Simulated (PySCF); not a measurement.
Computed IR spectrum (relative IR intensity) of a molecule CH4O4Si. Geometry optimised at PBE-D3(BJ)/def2-SVP. Other conformers were not sampled. All values below come from PBE-D3(BJ)/def2-SVP (PySCF 2.14.0). Frequencies are harmonic and unscaled.

Lines under 2 % of the strongest are left out, and lines within 2 cm⁻¹ are merged.

ν (cm⁻¹): 140 (vw), 173 (vw), 199 (m), 286 (vw), 349 (w), 424 (vw), 445 (m), 514 (w), 665 (m), 698 (m), 733 (w), 777 (m), 831 (w), 868 (m), 929 (vs), 961 (m), 1142 (m), 1311 (w), 1734 (s), 2206 (m), 3536 (w), 3647 (m), 3764 (m) (against the strongest line: vs over 80 %, s over 45 %, m over 15 %, w over 4 %, vw less)

Q: Identify the compound among the candidates.
A. O=C[Si](O)(O)O
B. O[Si]1(O)OCO1
C. O=C(O)[SiH](O)O
D. O=CO[SiH](O)O

A: C, O=C(O)[SiH](O)O
